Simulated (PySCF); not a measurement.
# Bond lengths and vibrations by method: B2CH3O cation

Calculated results; nothing here was measured. The program is PySCF 2.14.0, an open-source quantum chemistry code, run on an isolated molecule that a program drew, which may never have been made. The molecule is B2CH3O cation (charge +1, singlet), drawn as the SMILES string `[BH+]C=BO`.

The geometry was optimised and harmonic frequencies were computed with HF and MP2, all in the cc-pVDZ basis, for the commonest isotopes, with a restricted reference for singlets and an unrestricted one otherwise, and a frozen core in MP2. Each result is a local minimum of its method.

Geometry at the HF minimum:
```xyz
7
B2CH3O cation, angstrom
B    -1.5428    0.3592    0.7671
C    -0.3240    1.0683    0.7606
B     0.5990    1.0897   -0.3440
O     1.4370    1.0569   -1.2848
H    -2.5559   -0.2303    0.7757
H    -0.0471    1.6215    1.6599
H     1.5238    1.6866   -1.9965
```

Lengths of the bonds as drawn, in Å (atoms numbered as above):
| bond | HF | MP2 |
|---|---|---|
| B1-C2 | 1.410 | 1.420 |
| C2-B3 | 1.440 | 1.448 |
| B3-O4 | 1.260 | 1.279 |
| B1-H5 | 1.172 | 1.182 |
| C2-H6 | 1.092 | 1.103 |
| O4-H7 | 0.954 | 0.975 |

Rotational constants, in GHz:
| constant | HF | MP2 |
|---|---|---|
| A | 49.61 | 46.3 |
| B | 4.314 | 4.3 |
| C | 4.001 | 3.97 |

Harmonic frequencies in cm^-1, each column in rising order, so a row needn't be the same motion in every method:
| rank | HF | MP2 |
|---|---|---|
| 1 | 173 | 148 |
| 2 | 319 | ? |
| 3 | 421 | 404 |
| 4 | 496 | 443 |
| 5 | 564 | 525 |
| 6 | 800 | 747 |
| 7 | 818 | 762 |
| 8 | 819 | 772 |
| 9 | 945 | 890 |
| 10 | 1086 | 999 |
| 11 | 1515 | 1460 |
| 12 | 1896 | 1845 |
| 13 | 2982 | 2894 |
| 14 | 3271 | 3176 |
| 15 | 4046 | 3780 |

**Estimate the missing MP2 frequency from the HF column.**

A single factor s that minimises the squared misfit of MP2 against s times HF over the other rows is sum(HF x MP2) / sum(HF^2) = 0.9537, with an rms misfit of 35 cm^-1. For rank 2 it gives 0.9537 x 319 = 304 cm^-1. The calculation gives 308 cm^-1, 4 cm^-1 above the estimate. The drawn bonds are on average 1.1 % longer in MP2 than in HF.
